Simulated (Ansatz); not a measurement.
`[GeH3][GeH2][SiH2][GeH2][GeH3]` + `[SiH3][GeH2][SiH2][SiH2][GeH3]` → `[SiH3][GeH2][GeH2][GeH3]` + `[GeH3][SiH2][SiH2][SiH2][GeH2][GeH3]`  (redistribution)

Program: Ansatz. Geometries: PBE0-D4/def2-TZVP. ΔE: electronic, gas phase. CBS: MP2 limit from def2 TZ/QZ plus the TZ coupled-cluster correction, frozen cores. DFT in def2-TZVPP. HSE06 is defined as in plane-wave codes. For Ge outer-core shells are correlated without core-valence functions, which leaves a few kJ/mol of doubt a bond. Scalar relativity is left out up to krypton. Each species was taken in one conformer, which may not be the lowest.

`[GeH3][GeH2][SiH2][GeH2][GeH3]`:

Cartesian coordinates in Å:
```
Ge 0.825 -0.928 2.374
Ge 0.575 1.290 1.427
Si 1.223 1.269 -0.863
Ge 0.129 -0.559 -1.923
Ge -2.233 -0.533 -1.381
H 2.285 -1.394 2.245
H 0.431 -0.944 3.860
H -0.070 -1.921 1.616
H 1.410 2.300 2.235
H -0.904 1.708 1.530
H 0.830 2.541 -1.528
H 2.701 1.121 -0.963
H 0.740 -1.879 -1.416
H 0.313 -0.510 -3.452
H -2.975 -1.692 -2.069
H -2.417 -0.664 0.140
H -2.864 0.794 -1.834
```

`[SiH3][GeH2][SiH2][SiH2][GeH3]`:

Z-matrix (Å, degrees):
```
Si
Ge 1 2.379
H 1 1.487 2 109.4
H 1 1.487 2 109.7 3 119.1
H 1 1.487 2 111.2 3 -120.3
Si 2 2.383 1 110.0 3 -61.6
H 2 1.541 1 110.2 3 176.1
H 2 1.541 1 109.2 3 57.9
Si 6 2.336 2 108.3 1 47.7
H 6 1.490 2 109.3 1 -73.0
H 6 1.489 2 110.2 1 167.9
Ge 9 2.380 6 109.6 2 52.1
H 9 1.489 6 111.5 2 173.9
H 9 1.490 6 108.8 2 -66.7
H 12 1.538 9 111.4 6 179.6
H 12 1.538 9 110.3 6 59.1
H 12 1.538 9 110.0 6 -60.2
```

`[SiH3][GeH2][GeH2][GeH3]`:

```xyz
14

Si   -0.866    1.852    1.296
Ge    0.754    1.448   -0.398
Ge    0.272   -0.654   -1.510
Ge    0.094   -2.429    0.130
H    -0.621    3.148    1.981
H    -2.225    1.874    0.693
H    -0.809    0.756    2.300
H     2.157    1.362    0.232
H     0.765    2.599   -1.421
H     1.376   -0.989   -2.529
H    -1.060   -0.533   -2.275
H     1.376   -2.489    0.978
H    -1.094   -2.151    1.066
H    -0.117   -3.795   -0.544
```

`[GeH3][SiH2][SiH2][SiH2][GeH2][GeH3]`:

Cartesian coordinates in Å:
```
Ge 1.467 -2.227 -0.472
Si 0.427 -1.509 1.546
Si 1.125 0.663 2.048
Si 0.689 2.050 0.218
Ge -1.581 1.818 -0.472
Ge -1.934 -0.051 -1.976
H 2.977 -2.415 -0.241
H 0.876 -3.556 -0.971
H 1.284 -1.169 -1.573
H 0.769 -2.454 2.645
H -1.052 -1.511 1.372
H 0.392 1.183 3.236
H 2.583 0.660 2.359
H 0.960 3.471 0.572
H 1.579 1.678 -0.917
H -2.485 1.649 0.765
H -2.034 3.099 -1.200
H -3.380 -0.037 -2.501
H -0.973 0.049 -3.173
H -1.690 -1.392 -1.265
```

| level | ΔE (kJ/mol) | difference from CCSD(T)/CBS |
| --- | --- | --- |
| PBE0-D4 | -0.4 | -1.8 |
| HSE06-D4 | -0.4 | -1.8 |
| ωB97M-V | 1.0 | -0.4 |
| PBE-QIDH | 0.7 | -0.7 |
| PBE0 | 0.6 | -0.8 |
| RPA@PBE/def2-TZVPP | 0.6 | -0.8 |
| CCSD(T)/def2-SVP | -0.4 | -1.8 |
| SCS-MP2/def2-TZVPP | 0.7 | -0.7 |
| HF/CBS(def2) | 0.3 | -1.1 |
| MP2/CBS(def2) | 2.1 | 0.7 |
| CCSD(T)/CBS | 1.4 | 0 |

Largest T1 diagnostic among the species: 0.013.

Leaving LDA and LC-ωPBE aside and taking each functional with its dispersion term where it has one, the values, not all of them listed here, spread over 2.5 kJ/mol, from BLYP-D4 to ωB97M-V.
